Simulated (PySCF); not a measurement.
# Computed properties of H3OSb, SMILES [OH][SbH2]

H3OSb, SMILES [OH][SbH2]. The structure is a stationary point at PBE0-D3(BJ)/def2-TZVP. The def2 effective core potentials stand for the cores of Sb; spin–orbit coupling is left out. The values are those of a single conformer. All values are computed for the isolated molecule unless a solvent is named; none is compared with measurement here.

**Structure.** The optimised structure has Cs symmetry. All 9 harmonic modes at PBE0-D3(BJ)/def2-TZVP (PySCF) are real, so it is a minimum.

**Vibrations.** The strongest infrared lines (harmonic, unscaled, degenerate partners summed) lie at 1951 cm⁻¹ (205 km/mol, H 99 %), 1950 cm⁻¹ (175 km/mol, H 99 %), 953 cm⁻¹ (97 km/mol, H 93 %). The softest mode is at 177 cm⁻¹ and the zero-point energy is 16.7 kcal/mol.

**Electronic structure.** PBE0/def2-TZVPD (PySCF) places the frontier levels at -7.44 and -1.25 eV, a gap of 6.19 eV, and gives a dipole moment of 1.79 D and a mean polarisability of 49.2 bohr³.

**Excitations.** TDDFT-PBE0/def2-TZVPD (PySCF) has S1 at 5.01 eV (248 nm, f = 0.063, bright); the most intense of the 10 singlets computed lies at 6.34 eV (f = 0.14). T1 (TDA) is at 4.01 eV. No vertical singlet excitation falls in the visible range (under 3.1 eV).
